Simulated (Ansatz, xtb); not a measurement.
Two conformers of H4OSi3+

Structure X is the doublet with the links of `[Si]=[O+][SiH2][SiH2]` and structure Y is the doublet with the links of `[Si]=[O+][SiH2][SiH2]`. Both are isolated ions in the gas phase, relaxed with B3LYP-D3(BJ)/def2-SVP.

X (Å):

```xyz
8

O     0.4809   -0.5461   -1.8590
Si   -0.0123   -0.2809   -3.3207
Si    1.0570   -0.8446   -0.1770
Si   -0.2415   -2.4527    0.8774
H     2.4591   -1.2565   -0.4187
H     0.9471    0.5096    0.4131
H    -0.1158   -3.8053    0.2739
H    -1.6418   -2.0176    1.1214
```

Y (Å):

```
atom    x (Å)    y (Å)    z (Å)
   O   0.7591  -3.0683  -0.0310
  Si   0.5240   0.2305   0.2046
  Si   0.0620  -1.7135  -0.9924
  Si   1.3628  -4.2447   0.8030
   H   1.4793   1.1309  -0.4906
   H  -0.6952   0.8929   0.7351
   H  -1.3609  -2.1235  -1.0603
   H   0.7817  -1.8849  -2.2770
```

Estimate which is lower in electronic energy at CCSD(T)/def2-SVP + ΔMP2/def2-TZVPP, and by roughly how much.

Too close to call at this level: CCSD(T)/def2-SVP + ΔMP2/def2-TZVPP gives E(Y) − E(X) = +2.46 kJ/mol.

How the difference moves with the method:

```
                             level               geometry  E(Y) − E(X) (kJ/mol)  departure from the last row (kJ/mol)  job, with rough time for the two
             B3LYP-D3(BJ)/def2-SVP  B3LYP-D3(BJ)/def2-SVP                   +2.44                                 −0.02             optimisation, 2.6 min
                       HF/def2-SVP  B3LYP-D3(BJ)/def2-SVP                   +1.54                                 −0.91           part of the CCSD(T) run
                      MP2/def2-SVP  B3LYP-D3(BJ)/def2-SVP                   +2.43                                 −0.03           part of the CCSD(T) run
                  CCSD(T)/def2-SVP  B3LYP-D3(BJ)/def2-SVP                   +2.06                                 −0.39                      single point
CCSD(T)/def2-SVP + ΔMP2/def2-TZVPP  B3LYP-D3(BJ)/def2-SVP                   +2.46                                                      single point, 38 s
```

The largest departure from CCSD(T)/def2-SVP + ΔMP2/def2-TZVPP is that of HF/def2-SVP, 0.91 kJ/mol. Levels run at GFN2-xTB geometries aren't shown. The last row adds to CCSD(T) the change of the MP2 difference between the two basis sets, here +0.39 kJ/mol.

With harmonic frequencies from B3LYP-D3(BJ)/def2-SVP (ideal gas, rigid rotor, one conformer each, 200 K, 1 atm): on the last row, ΔE + ΔZPE = +1.81 kJ/mol. A mode under 50 cm⁻¹ makes harmonic enthalpies and free energies unreliable, so none is given.

Open shells are spin-unrestricted. The correlated steps freeze 16 core orbitals. Programs: Ansatz 0.2.0; the last row on 2 threads of Intel(R) Xeon(R) Platinum 8259CL CPU @ 2.50GHz (Skylake/Cascade Lake) on a shared host.
